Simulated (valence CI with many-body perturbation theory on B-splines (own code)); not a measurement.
**Pr LV: input, log and results**

Computed by configuration interaction combined with many-body perturbation theory (CI+MBPT): three valence electrons over a frozen Dirac-Fock core [He], radial functions for each j: 6 s, 6 p, 5 d, 3 f, 1 g, with the one-electron correlation potential Σ1 (screened to all orders), the two-electron term Σ2, the three-electron term Σ3, Breit, model QED; selected single and double excitations, second order for the rest, scaled by the run's own slope (own B-spline code, finite nucleus).

Command, and the settings that its task file holds:

```sh
python run_cv.py task.json out
```

```
atom Pr  Z=59  mass_number=141  rms_radius_fm=4.8919
core [He]
valence 2s2 2p1
avg = 1
basis = S
breit = 1
cap = 10000
capref = 1200
cscale = 1
de = 0.0
dress = 0
eps = 2e-08
extrap = 1
h = 0.27
hh = 1
l2 = 3
lcore = 2
maxit = 60
n2 = 5
natural = 1
nlev = 20
nno = [3, 3, 3, 2, 1]
nroot = 26
nsp = [3, 3, 2, 1, 0]
pt2 = 1
qed = 1
rpa = 1
s1 = 1
s2 = 1
s3 = 1
screen = 1
tol = 2e-05
whole = 1
```

It took 3.1 s on 1 thread of Intel(R) Xeon(R) 6975P-C (Granite Rapids), with other jobs on the host.

Log. The first blocks belong to the next ion, which gives the ionisation energy. Fields: 2J, parity (1 odd), roots, reference size, generating configurations, candidates as configurations/state functions, variational space P, stored matrix elements, Davidson steps; e2 is the range of second-order energies in hartree. The first line gives the box (bohr), its intervals, the orbitals and the steps of their self-consistent field. Window is the range of levels sought, series limit the energy at which the first omitted orbital would enter, core excitation an estimate of the first excitation out of the core, left out the lowest levels not solved, and shifts from estimates the range by which levels moved from their first estimate, all in cm⁻¹.

```
rmax 1.1 intervals 53 orbitals 36 references ['2s2 2p', '2s 2p2', '2p3'] scf 2 t 0.2
2J=0 par=0 roots 2 ref 15 generators 3 cand 92/92 P 107/107 nnz 0 it 0
   second order: generators 3 cand 0/0 e2 -0.00000 -0.00000
2J=0 par=1 roots 2 ref 11 generators 3 cand 73/73 P 84/84 nnz 0 it 0
   second order: generators 6 cand 0/0 e2 -0.00000 -0.00000
2J=2 par=1 roots 2 ref 28 generators 2 cand 188/188 P 214/214 nnz 0 it 0
2J=2 par=1 roots 2 ref 28 generators 2 cand 2/2 P 216/216 nnz 0 it 0
   second order: generators 2 cand 0/0 e2 -0.00000 -0.00000
reference levels 291, estimated 218, window 52446773 1/cm; series limit 68785474, core excitation 292353475
2J=1 par=1 roots 8 ref 32 generators 10 cand 148/200 P 1774/2581 nnz 8.3e+05 it 3
2J=1 par=1 roots 8 ref 32 generators 13 cand 217/323 P 1782/2596 nnz 8.4e+05 it 4
   second order: generators 14 cand 225/332 e2 -0.00000 -0.00000
2J=1 par=0 roots 9 ref 34 generators 12 cand 196/262 P 1778/2616 nnz 8.5e+05 it 4
2J=1 par=0 roots 9 ref 34 generators 14 cand 204/276 P 1790/2636 nnz 8.7e+05 it 4
   second order: generators 15 cand 212/288 e2 -0.00000 -0.00000
2J=3 par=1 roots 10 ref 47 generators 14 cand 876/1778 P 1685/3445 nnz 1.5e+06 it 4
2J=3 par=1 roots 10 ref 47 generators 15 cand 486/899 P 1726/3546 nnz 1.6e+06 it 4
   second order: generators 15 cand 445/798 e2 -0.00000 -0.00000
2J=3 par=0 roots 8 ref 45 generators 10 cand 711/1359 P 1647/3324 nnz 1.4e+06 it 4
2J=3 par=0 roots 8 ref 45 generators 12 cand 540/1046 P 1680/3395 nnz 1.5e+06 it 4
   second order: generators 13 cand 507/975 e2 -0.00000 -0.00000
2J=5 par=0 roots 5 ref 39 generators 9 cand 897/2039 P 1481/3235 nnz 1.4e+06 it 4
2J=5 par=0 roots 5 ref 39 generators 11 cand 713/1528 P 1502/3289 nnz 1.5e+06 it 4
   second order: generators 12 cand 854/1965 e2 -0.00000 -0.00000
2J=5 par=1 roots 5 ref 36 generators 7 cand 855/2005 P 1634/3528 nnz 1.7e+06 it 4
2J=5 par=1 roots 5 ref 36 generators 9 cand 542/1197 P 1680/3655 nnz 1.8e+06 it 4
   second order: generators 10 cand 496/1070 e2 -0.00000 -0.00000
2J=7 par=1 roots 2 ref 21 generators 4 cand 516/1224 P 1314/2971 nnz 1.3e+06 it 3
2J=7 par=1 roots 2 ref 21 generators 4 cand 332/773 P 1386/3139 nnz 1.5e+06 it 3
   second order: generators 5 cand 260/605 e2 -0.00000 -0.00000
left out: unestimated 76034291, estimated 56451954, shifts from estimates -0 to 10
operators 0.1
```

The Davidson iterations converged. The settings are bad on purpose, so the numbers may not be properties of the ion.

No measured spectrum was set against this ion. As an estimate, large intervals hold to a few tenths of a per cent, small ones and those within an open d or f shell to about a per cent.

- Valence energy: -1279.047 hartree
- Ionisation energy: 11257 eV (NIST: 11262 ± 5 eV (theoretical))
- Reference configurations for the orbitals: 2s2 2p, 2s 2p2, 2p3
- Radial orbitals: 36
- Box radius: 1.061 bohr
- Largest variational space: 3655
- Lowest levels: (2s^2 2p1/2) J=1/2 0.00, (2s 2p1/2^2) J=1/2 13.76, (2s^2 2p3/2) J=3/2 38.91, (2s 2p1/2 2p3/2) J=3/2 [a] 48.50, (2s 2p1/2 2p3/2) J=5/2 51.03, (2s 2p1/2 2p3/2) J=1/2 55.06, (2s 2p1/2 2p3/2) J=3/2 [b] 55.12, (2p1/2^2 2p3/2) J=3/2 69.68, (2s 2p3/2^2) J=5/2 88.73, (2s 2p3/2^2) J=1/2 94.77, (2s 2p3/2^2) J=3/2 94.84, (2p1/2 2p3/2^2) J=3/2 105.95, (2p1/2 2p3/2^2) J=5/2 107.48, (2p1/2 2p3/2^2) J=1/2 110.62 Ry

Levels are named by their leading jj configuration (3d3/2^4 stands for four electrons in 3d with j = 3/2), which in mixed levels can hold well under half, so a name can repeat and another be missing. Letters in brackets count levels of one name in rising energy.
